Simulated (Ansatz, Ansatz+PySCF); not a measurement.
```xyz
2

B     0.0000    0.0000    0.0000
N     0.0000    0.0000    1.2169
```

Basis set: def2-SVP (spherical functions). Frozen core: 2 orbitals. Correlation on ROHF uses semicanonical orbitals with singles. Charge 0, multiplicity 3.

Computed with Ansatz (development build ahead of 0.2.0); each method stands on the lowest determinant of its kind that the runs found.

Give the atomization energy at this shape (free ground-state atoms in the same class of orbitals less the molecule, no zero-point energy) of triplet BN by ROHF-CCSD(T), ROHF-MP2, UHF-MP2, ROHF, UHF.

```csv
method,atomization energy
ROHF-CCSD(T),83.50 kcal/mol
ROHF-MP2,90.95 kcal/mol
UHF-MP2,89.93 kcal/mol
ROHF,51.62 kcal/mol
UHF,49.60 kcal/mol
```

Caution: another spin multiplicity may lie lower; the shape is not the minimum.
